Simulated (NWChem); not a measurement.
Species: SiH2Cl2; SMILES Cl[SiH2]Cl

All runs: NWChem. Geometry: optimised at PBE0/def2-SVP. Static field.

Q: Predict the results for B3LYP/def2-TZVP. Quantities: isotropic polarisability (bohr³); anisotropy (bohr³).

A: The isotropic polarisability (bohr³) comes out as 47.6 and the anisotropy (bohr³) is 15.2.
